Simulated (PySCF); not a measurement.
**Br (bromine, neutral) across methods**

[Ar] 3d10 4s2 4p4 5s1, high-spin 4P determinant (an excited configuration). Calculation: PySCF 2.14, in aug-cc-pV5Z-PP with ECP10MDF; a scalar-relativistic core potential.

```json
{"method": "PBE0", "E (hartree)": "-416.4974", "mean ε 4p α (eV)": "-14.158", "mean ε 4p β (eV)": "-12.259", "mean ε 5s α (eV)": "-2.546", "Σ⟨r²⟩ (bohr²)": "60.05", "⟨S²⟩": "3.753"}
{"method": "LDA", "E (hartree)": "-415.9361", "mean ε 4p α (eV)": "-12.619", "mean ε 4p β (eV)": "-10.905", "mean ε 5s α (eV)": "-2.232", "Σ⟨r²⟩ (bohr²)": "59.19", "⟨S²⟩": "3.751"}
{"method": "PBE", "E (hartree)": "-416.5278", "mean ε 4p α (eV)": "-12.590", "mean ε 4p β (eV)": "-10.834", "mean ε 5s α (eV)": "-2.111", "Σ⟨r²⟩ (bohr²)": "59.83", "⟨S²⟩": "3.752"}
{"method": "UHF", "E (hartree)": "-415.22698", "mean ε 4p α (eV)": "-17.990", "mean ε 4p β (eV)": "-15.518", "mean ε 5s α (eV)": "-3.488", "Σ⟨r²⟩ (bohr²)": "61.11", "⟨S²⟩": "3.759"}
{"method": "M06-2X", "E (hartree)": "-416.7082", "mean ε 4p α (eV)": "-15.403", "mean ε 4p β (eV)": "-13.617", "mean ε 5s α (eV)": "-3.120", "Σ⟨r²⟩ (bohr²)": "60.82", "⟨S²⟩": "3.755"}
{"method": "BHandHLYP", "E (hartree)": "-416.3837", "mean ε 4p α (eV)": "-15.395", "mean ε 4p β (eV)": "-13.538", "mean ε 5s α (eV)": "-2.784", "Σ⟨r²⟩ (bohr²)": "59.96", "⟨S²⟩": "3.753"}
{"method": "B97-3", "E (hartree)": "-416.5627", "mean ε 4p α (eV)": "-14.168", "mean ε 4p β (eV)": "-12.349", "mean ε 5s α (eV)": "-2.469", "Σ⟨r²⟩ (bohr²)": "60.34", "⟨S²⟩": "3.753"}
```

**Question.** Estimate the same row for r2SCAN.

**Answer.** E (hartree) = -416.3955; mean ε 4p α (eV) = -13.224; mean ε 4p β (eV) = -11.342; mean ε 5s α (eV) = -2.142; Σ⟨r²⟩ (bohr²) = 60.23; ⟨S²⟩ = 3.755.

Energies and moments cover only the electrons outside the core potential. The outer electron is Rydberg-like, and this basis confines it to a smaller radius and binds it less than a complete one would.
